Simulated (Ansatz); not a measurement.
Reaction (formal exchange of groups at the Si–C bond): `BOC[SiH2]Br` + `OCF` → `OC(F)[SiH2]Br` + `BOC`

Computed with Ansatz on PBE0-D4/def2-TZVP structures; ΔE is electronic, products minus reactants. CBS: MP2 limit from def2 TZ/QZ plus the TZ coupled-cluster correction, frozen cores. DFT in def2-TZVPP. B3LYP here is the variant with VWN-RPA as its local correlation; programs differ in this. For Br outer-core shells are correlated without core-valence functions, which leaves a few kJ/mol of doubt a bond. Scalar relativity is left out up to krypton. One conformer a species, not always the lowest.

```
             level  ΔE (kJ/mol)  difference from CCSD(T)/CBS
            PBE-D4         13.0                         -3.4
         r2SCAN-D4         13.7                         -2.7
           PBE0-D4         16.0                         -0.4
          B3LYP-D4         14.0                         -2.4
           ωB97X-V         13.9                         -2.5
           ωB97M-V         14.1                         -2.3
            B2PLYP         13.5                         -2.9
               PBE         10.8                         -5.6
            r2SCAN         13.0                         -3.4
              PBE0         14.0                         -2.4
             B3LYP         10.6                         -5.8
     HF/def2-TZVPP         16.0                         -0.4
    MP2/def2-TZVPP         18.8                          2.4
SCS-MP2/def2-TZVPP         17.1                          0.7
   CCSD/def2-TZVPP         17.2                          0.8
CCSD(T)/def2-TZVPP         17.2                          0.8
     HF/def2-QZVPP         16.0                         -0.4
    MP2/def2-QZVPP         18.3                          1.9
SCS-MP2/def2-QZVPP         16.7                          0.3
      HF/CBS(def2)         15.9                         -0.5
     MP2/CBS(def2)         18.0                          1.6
    CCSD/CBS(def2)         16.4                          0.0
       CCSD(T)/CBS         16.4                            0
```

Largest T1 diagnostic among the species: 0.014.

From PBE to PBE0 (25 % exact exchange), in def2-TZVPP and without D4, ΔE moves by +3.2 kJ/mol. The D4 term adds +3.4 kJ/mol with B3LYP and +2.0 kJ/mol with PBE0; it sums over pairs of atoms, weighted by their polarisabilities, and B3LYP, whose exchange is more repulsive, gets the larger term.
